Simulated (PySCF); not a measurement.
**Cost against result**

Saddle point of BHSBrF, singlet (BHSBrF ([F][B]([SH])[Br]) → BSF + HBr; bonds formed: Br2–H4; bonds broken: B1–Br2, S3–H4), PBE0-D4/def2-TZVP structure:

B1  (-0.724, 0.022, -0.103)
Br2  (1.568, 0.820, -0.472)
S3  (-0.465, -1.253, 0.949)
H4  (1.089, -0.381, 0.434)
F5  (-1.468, 0.792, -0.808)
(Å)

Barriers are electronic and count from the start structure reached by relaxing down the imaginary mode.

Program: PySCF 2.14 with density fitting (its default auxiliary sets; JK sets also for MP2 and CCSD(T)). Basis: as named in each row. Cores are frozen in the correlated methods. Filled d shells of the heavier atoms are correlated. The def2 sets are not built for correlating such inner shells, so the correlated values are less sure here. B3LYP uses VWN-RPA correlation. Extrapolation: Hartree–Fock as exp(−7.88 √X), correlation as X^−2.97.

Times are rough, for one single point on 4 threads of a shared host (Oxide Virtual Turin-like).

The estimate by CCSD(T) at an estimated basis limit (MP2 extrapolated from triple and quadruple zeta, plus CCSD(T) − MP2 in triple zeta) is 2.069 eV.

| method | basis | time (s) | barrier (eV) | method less estimate |
| --- | --- | --- | --- | --- |
| HF | STO-3G | under 1 | 3.844 | 1.775 |
| B3LYP-D4 | 6-31G | 4 | 2.037 | -0.032 |
| PBE0-D4 | def2-SVP | 4 | 2.035 | -0.034 |
| SPW92 | def2-TZVPP | 4 | 1.703 | -0.366 |
| MP2 | def2-QZVPP | 4 | 2.008 | -0.061 |
| PBE-D4 | def2-SVP | 4 | 1.790 | -0.279 |
| PBE0-D4 | def2-TZVPP | 5 | 1.980 | -0.090 |
| B3LYP-D4 | def2-TZVPP | 5 | 1.969 | -0.100 |
| BHLYP-D4 | def2-TZVPP | 5 | 2.236 | 0.167 |
| PBE-D4 | def2-TZVPP | 6 | 1.754 | -0.315 |
| r2SCAN-D4 | def2-TZVPP | 10 | 1.896 | -0.174 |
| CCSD(T) | def2-SVP | 10 | 2.244 | 0.175 |
| wB97M-V | def2-TZVPP | 110 | 2.085 | 0.016 |
| CCSD(T) | def2-TZVPP | 160 | 2.119 | 0.050 |

All methods are single points on the PBE0-D4 structures.

T1 diagnostic: at most 0.014.

Labels in which every atom is bracketed show which atoms are joined, not bond orders.
